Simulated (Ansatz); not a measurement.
GeHMe2Cl (C2H7ClGe). The state is a singlet with charge 0. Geometry PBE0-D4/def2-SVP.

```xyz
11

Ge   -0.522    0.226    0.409
H    -2.030   -0.041    0.585
C    -0.120    0.987   -1.332
H     0.956    1.197   -1.409
H    -0.675    1.924   -1.477
H    -0.403    0.280   -2.127
C     0.544   -1.348    0.807
H     0.335   -1.705    1.825
H     1.613   -1.104    0.730
H     0.309   -2.152    0.093
Cl   -0.007    1.736    1.896
```

The 6-31G sets use Cartesian d functions.

Q: Estimate the orbital energies around the gap (eV) in Ansatz with HF/6-31G, BLYP-D4/def2-TZVP, r2SCAN-D4/def2-TZVP, B97M-V/def2-TZVP, r2SCAN0-D4/def2-TZVP.

A: 
| orbital | HF/6-31G | BLYP-D4/def2-TZVP | r2SCAN-D4/def2-TZVP | B97M-V/def2-TZVP | r2SCAN0-D4/def2-TZVP |
| --- | --- | --- | --- | --- | --- |
| HOMO−5 | -15.42 | -9.84 | -10.32 | -10.41 | -11.73 |
| HOMO−4 | -13.25 | -8.39 | -8.91 | -8.99 | -10.12 |
| HOMO−3 | -12.94 | -8.15 | -8.64 | -8.69 | -9.90 |
| HOMO−2 | -12.79 | -7.96 | -8.45 | -8.51 | -9.73 |
| HOMO−1 | -11.55 | -6.84 | -7.33 | -7.43 | -8.57 |
| HOMO | -11.41 | -6.79 | -7.27 | -7.38 | -8.49 |
| LUMO | 3.55 | -0.36 | -0.12 | -0.09 | 0.71 |
| LUMO+1 | 4.43 | 0.19 | 0.91 | 0.34 | 1.50 |
| LUMO+2 | 4.77 | 0.58 | 1.12 | 0.72 | 1.71 |
| LUMO+3 | 5.66 | 0.81 | 1.27 | 1.01 | 1.96 |
| LUMO+4 | 6.45 | 1.71 | 2.29 | 1.94 | 2.99 |
| LUMO+5 | 6.93 | 1.89 | 2.57 | 2.11 | 3.19 |
